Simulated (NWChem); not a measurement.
System: C2H6ClFSi; SMILES F[SiH2]CCCl

The following NWChem deck was run.

```
start job
memory heap 200 mb stack 900 mb global 1100 mb
geometry units angstroms
  F     -2.596233    -0.836715    -0.190749
  Si    -1.285739     0.093979    -0.043725
  C      0.175573    -1.118855     0.109820
  C      1.414595    -0.478720     0.701232
  Cl     1.839601     1.002460    -0.200128
  H     -1.250522     0.889332    -1.257489
  H     -1.493748     0.839670     1.188581
  H     -0.101219    -1.964480     0.743414
  H      0.419336    -1.530849    -0.871167
  H      2.284649    -1.134575     0.651801
  H      1.249183    -0.170116     1.733296
end
basis spherical
  * library def2-svp
end
dft
  xc xpbe96 cpbe96
  disp vdw 4
  iterations 150
end
driver
  maxiter 120
end
task dft optimize
task dft freq
```

Excerpt of the output:

```
             Northwest Computational Chemistry Package (NWChem) 7.3.0
             --------------------------------------------------------

 C1  symmetry detected

                             Geometry "geometry" -> ""
                             -------------------------

 Output coordinates in angstroms (scale by  1.889725989 to convert to a.u.)

  No.       Tag          Charge          X              Y              Z
 ---- ---------------- ---------- -------------- -------------- --------------
    1 F                    9.0000     0.04471046     2.73227813    -0.12969314
    2 Si                  14.0000     0.48091311     1.20252804     0.14379147
    3 C                    6.0000    -1.05167463     0.15857972    -0.29361207
    4 C                    6.0000    -1.01243486    -1.22991617     0.31075198
    5 Cl                  17.0000     0.51964159    -2.04612595    -0.10580232
    6 H                    1.0000     1.60931570     0.96906721    -0.73896179
    7 H                    1.0000     0.77697376     1.14757650     1.56759950
    8 H                    1.0000    -1.95873458     0.65386148     0.06004742
    9 H                    1.0000    -1.14495417     0.07424828    -1.37790082
   10 H                    1.0000    -1.81629389    -1.86700826    -0.06006804
   11 H                    1.0000    -1.05073460    -1.19148110     1.39924154

 Effective nuclear repulsion energy (a.u.)     287.9714360934

                                Z-matrix (autoz)
                                --------

 Units are Angstrom for bonds and degrees for angles

[...]

      ----------------------
      Optimization converged
      ----------------------

  Step       Energy      Delta E   Gmax     Grms     Xrms     Xmax
  ---- ---------------- -------- -------- -------- -------- --------
@   12    -928.50105635 -1.6D-07  0.00003  0.00001  0.00046  0.00103
                                     ok       ok       ok       ok

                                Z-matrix (autoz)
                                --------

 Units are Angstrom for bonds and degrees for angles

[...]

 Rotational Constants
 --------------------
 A=   0.258372 cm-1  (  0.371731 K)
 B=   0.045089 cm-1  (  0.064871 K)
 C=   0.040218 cm-1  (  0.057863 K)

 Temperature                      =   298.15K
 frequency scaling parameter      =   1.0000

 Zero-Point correction to Energy  =   46.869 kcal/mol  (  0.074691 au)
 Thermal correction to Energy     =   51.173 kcal/mol  (  0.081549 au)
 Thermal correction to Enthalpy   =   51.765 kcal/mol  (  0.082493 au)

 Total Entropy                    =   83.527 cal/mol-K
   - Translational                =   40.038 cal/mol-K (mol. weight = 111.9911)
   - Rotational                   =   27.622 cal/mol-K (symmetry #  =        1)
   - Vibrational                  =   15.867 cal/mol-K

 Cv (constant volume heat capacity) =   23.186 cal/mol-K
   - Translational                  =    2.979 cal/mol-K
   - Rotational                     =    2.979 cal/mol-K
   - Vibrational                    =   17.227 cal/mol-K

[normal modes left out]

 ----------------------------------------------------------------------------
 Normal Eigenvalue ||           Projected Infra Red Intensities
  Mode   [cm**-1]  || [atomic units] [(debye/angs)**2] [(KM/mol)] [arbitrary]
 ------ ---------- || -------------- ----------------- ---------- -----------
    1        0.000 ||    0.000093           0.002         0.090       0.035
    2        0.000 ||    0.000189           0.004         0.185       0.071
    3        0.000 ||    0.000182           0.004         0.177       0.068
    4        0.000 ||    0.000226           0.005         0.221       0.085
    5        0.000 ||    0.000010           0.000         0.010       0.004
    6        0.000 ||    0.001627           0.038         1.586       0.611
    7       71.774 ||    0.002012           0.046         1.961       0.755
    8       93.020 ||    0.003310           0.076         3.227       1.242
    9      180.676 ||    0.000310           0.007         0.302       0.116
   10      211.831 ||    0.006403           0.148         6.242       2.402
   11      375.493 ||    0.005057           0.117         4.930       1.897
   12      514.366 ||    0.016317           0.376        15.906       6.122
   13      636.185 ||    0.007750           0.179         7.555       2.908
   14      673.732 ||    0.033920           0.783        33.067      12.726
   15      726.772 ||    0.031559           0.728        30.765      11.840
   16      778.886 ||    0.028351           0.654        27.638      10.637
   17      831.790 ||    0.022127           0.510        21.571       8.302
   18      887.963 ||    0.223238           5.150       217.624      83.755
   19      907.039 ||    0.023707           0.547        23.111       8.895
   20      929.810 ||    0.147536           3.404       143.826      55.353
   21      992.661 ||    0.006094           0.141         5.941       2.286
   22     1078.798 ||    0.006012           0.139         5.861       2.256
   23     1136.809 ||    0.039829           0.919        38.827      14.943
   24     1238.866 ||    0.010450           0.241        10.188       3.921
   25     1258.071 ||    0.020287           0.468        19.777       7.611
   26     1367.295 ||    0.008772           0.202         8.552       3.291
   27     1418.418 ||    0.002057           0.047         2.005       0.772
   28     2178.137 ||    0.092631           2.137        90.301      34.754
   29     2206.565 ||    0.107879           2.489       105.166      40.474
   30     2979.070 ||    0.004840           0.112         4.718       1.816
   31     3009.769 ||    0.018011           0.416        17.558       6.758
   32     3040.842 ||    0.002879           0.066         2.806       1.080
   33     3076.506 ||    0.005902           0.136         5.753       2.214
 ----------------------------------------------------------------------------
```

Level: PBE-D3(BJ)/def2-SVP.
